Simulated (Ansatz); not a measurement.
C₄H₈BF, SMILES `C=CCB(C)F`, one more setting.

```yaml
crystal:
  periodic: [false, false, false]
  atoms:
    - {symbol: C, position_ang: [-0.206599, -2.214275, -0.343716]}
    - {symbol: C, position_ang: [-0.344744, -1.325495, 0.632297]}
    - {symbol: C, position_ang: [0.571116, -0.165797, 0.881448]}
    - {symbol: B, position_ang: [-0.197339, 1.125313, 0.404435]}
    - {symbol: C, position_ang: [0.052775, 1.847886, -0.954140]}
    - {symbol: F, position_ang: [-1.142537, 1.597918, 1.221518]}
    - {symbol: H, position_ang: [-0.925648, -3.012279, -0.485898]}
    - {symbol: H, position_ang: [0.636013, -2.180663, -1.027715]}
    - {symbol: H, position_ang: [-1.207559, -1.398337, 1.291130]}
    - {symbol: H, position_ang: [1.506711, -0.300602, 0.333798]}
    - {symbol: H, position_ang: [0.794338, -0.091730, 1.951576]}
    - {symbol: H, position_ang: [0.990109, 2.414613, -0.883406]}
    - {symbol: H, position_ang: [0.199793, 1.128250, -1.764331]}
    - {symbol: H, position_ang: [-0.739632, 2.545999, -1.228197]}
basis:
  gaussian: {orbitals: def2-mTZVPP}
hamiltonian: {xc: {name: LC-wPBE}}
accuracy: high
```

```sh
$ ansatz run in.yaml --threads 4 --pin off --events-out ev --progress --plain --max-ram 10444MiB
```

It prints (some lines left out):

```
Functional definition: LC-wPBE
3606 factors; integrals over basis functions are off by at most 2.2e-8 eV
773 factors; integrals over basis functions are off by at most 2.7e-9 eV
mean field evaluation 1: about -7665.8031 eV, gradient 5.1e1 eV
mean field evaluation 2: about -7668.6637 eV, gradient 3.8e1 eV
mean field evaluation 4: about -7670.9582 eV, gradient 2.2e0 eV
mean field evaluation 8: about -7670.9727 eV, gradient 1.3e-1 eV
mean field evaluation 16: about -7670.9727 eV, gradient 1.0e-4 eV
mean field -7670.97273482 eV, -281.9030484324 hartree, gradient 4.2e-8 eV, S^2 0.000000; 0 other end points of the search recorded, 0 dependent functions left out
reference -7670.97273482 eV, -281.9030484325 hartree; 23, 23 occupied and 136, 136 virtual orbitals, 3606 factors
Total energy: -7670.97273482 eV, -281.9030484325 hartree
```

Run time 4.3 s (4 threads of an Intel Xeon Platinum 8488C on a shared host); peak host memory 0.85 GiB.
